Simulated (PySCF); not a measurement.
These are PySCF 2.14.0 with PBE-D3(BJ)/def2-TZVP // B3LYP-D3(BJ)/def2-SVP values and carry that method's errors. Isolated molecules, 0 K electronic values unless said otherwise. One relaxed conformer stands for a flexible species; it need not be the lowest. 

Reference species (SMILES): `Bc1cc(O)ccn1` (neutral, multiplicity 1).

| Quantity | Value |
|---|---|
| S1 oscillator strength | 0.000 |
| LUMO | -3.18 eV |

Changed species: `Bc1ccc(O)cn1`.

Q: What does the change do to the S1 oscillator strength and LUMO?

A: the S1 oscillator strength is nearly the same; the LUMO rises by 0.27 eV, to -2.91 eV.
